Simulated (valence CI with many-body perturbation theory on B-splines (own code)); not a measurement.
Results of a calculation; reference values are marked as such.
## Basis-set convergence for Ba⁵⁰⁺

Method: relativistic CI+MBPT: four valence electrons over a frozen Dirac-Fock core [He], radial functions for each j: 9 s, 9 p, 8 d, 6 f, 3 g, 1 h, with the one-electron correlation potential Σ1 (screened to all orders), the two-electron term Σ2, the three-electron term Σ3, Breit, model QED; selected single and double excitations, second order for the rest (own B-spline code, finite nucleus).

The last digits are not significant, and no measured levels were compared; by estimate large intervals hold to a few tenths of a per cent, small ones and those within an open d or f shell to about a per cent.

The reference run has the lowest level (2s^2 2p1/2^2) J=0 and an ionisation energy of 9739.77 eV. Its largest variational space holds 20000 state functions.

Levels are named by their leading jj configuration (3d3/2^4 stands for four electrons in 3d with j = 3/2), which in mixed levels can hold well under half, so a name can repeat and another be missing. Letters in brackets count levels of one name in rising energy.

Changed runs:
A. basis 6 s, 6 p, 5 d, 3 f, 1 g
B. basis 5 s, 5 p, 4 d, 2 f

Excitation energies of the reference run in cm⁻¹, and shifts in cm⁻¹:

```
                     Level  Reference        A      B
    (2s^2 2p1/2 2p3/2) J=1    3168140      -20   -202
    (2s^2 2p1/2 2p3/2) J=2    3297970     +108   +144
    (2s 2p1/2^2 2p3/2) J=2    4750060      -84   -309
    (2s 2p1/2^2 2p3/2) J=1    5260440      +46   +202
        (2s^2 2p3/2^2) J=2    6573620      +57    -49
        (2s^2 2p3/2^2) J=0    6917030      +70   +204
(2s 2p1/2 2p3/2^2) J=2 [a]    7776100     -143   -577
    (2s 2p1/2 2p3/2^2) J=3    8068170      +75    -10
    (2s 2p1/2 2p3/2^2) J=0    8385220      -34   -7.1
(2s 2p1/2 2p3/2^2) J=1 [a]    8511590      +37    +50
(2s 2p1/2 2p3/2^2) J=2 [b]    8594200     +162   +388
(2s 2p1/2 2p3/2^2) J=1 [b]    8621150      +76   +253
    Ionisation energy (eV)    9739.77  -0.0083  -0.09
```
